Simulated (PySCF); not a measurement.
CrH4O5, SMILES [O]=[Cr]([OH])([OH])([OH])[OH], multiplicity 1.

Coordinates come from a B3LYP-D3(BJ)/def2-SVP optimisation. The multiplicity is an assumed one; other spin states were not compared. The values are those of a single conformer.

The numbers are results of PBE/def2-TZVP run with PySCF, not measurements.

Symmetry labels are those of the subgroup Cs that the program uses (full group Cs).

Computed valence orbital energies around the gap with their symmetry:
```json
[
 {"orbital": "HOMO−7", "symmetry": "A'", "energy (eV)": "-9.89"},
 {"orbital": "HOMO−6", "symmetry": "A\"", "energy (eV)": "-9.15"},
 {"orbital": "HOMO−5", "symmetry": "A\"", "energy (eV)": "-8.90"},
 {"orbital": "HOMO−4", "symmetry": "A'", "energy (eV)": "-8.81"},
 {"orbital": "HOMO−3", "symmetry": "A'", "energy (eV)": "-8.24"},
 {"orbital": "HOMO−2", "symmetry": "A\"", "energy (eV)": "-7.96"},
 {"orbital": "HOMO−1", "symmetry": "A'", "energy (eV)": "-7.71"},
 {"orbital": "HOMO", "symmetry": "A\"", "energy (eV)": "-7.21"},
 {"orbital": "LUMO", "symmetry": "A\"", "energy (eV)": "-5.02"},
 {"orbital": "LUMO+1", "symmetry": "A'", "energy (eV)": "-4.86"},
 {"orbital": "LUMO+2", "symmetry": "A'", "energy (eV)": "-4.16"},
 {"orbital": "LUMO+3", "symmetry": "A\"", "energy (eV)": "-3.69"}
]
```
